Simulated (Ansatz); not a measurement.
`B[SiH](O)OC` and `CO[SiH](O)O` differ in one atom or group.

Ansatz, PBE0-D4/def2-TZVP geometries, multiplicity 1. Each molecule was computed in one conformer, which needn't be the lowest.

```tsv
property	`B[SiH](O)OC`
size of the dipole moment (ωB97M-V/def2-TZVPP) / D	0.90
LUMO energy (PBE0/def2-TZVPP) / eV	-2.35
HOMO–LUMO gap (ωB97M-V/def2-TZVPP) / eV	9.78
HOMO–LUMO gap (B3LYP/def2-TZVPP) / eV	5.20
size of the dipole moment (B3LYP/def2-TZVPP) / D	0.89
HOMO energy (PBE0/def2-TZVPP) / eV	-7.95
```

(1) What does the change do to each property? (Estimate.)

Results:

(1) Computed: 
```tsv
property	`CO[SiH](O)O`	shift
size of the dipole moment (ωB97M-V/def2-TZVPP) / D	1.75	0.85
LUMO energy (PBE0/def2-TZVPP) / eV	0.92	3.27
HOMO–LUMO gap (ωB97M-V/def2-TZVPP) / eV	13.24	3.46
HOMO–LUMO gap (B3LYP/def2-TZVPP) / eV	8.73	3.53
size of the dipole moment (B3LYP/def2-TZVPP) / D	1.73	0.84
HOMO energy (PBE0/def2-TZVPP) / eV	-8.43	-0.48
```

With PBE0 the HOMO falls by 0.48 eV and the LUMO rises by 3.27 eV, so the gap widens by about 3.75 eV. PBE moves the HOMO by -0.18 eV and ωB97M-V by -0.72 eV. Dipoles are sizes alone; their direction can turn.

B3LYP here is the variant with VWN-RPA as its local correlation; programs differ in this.
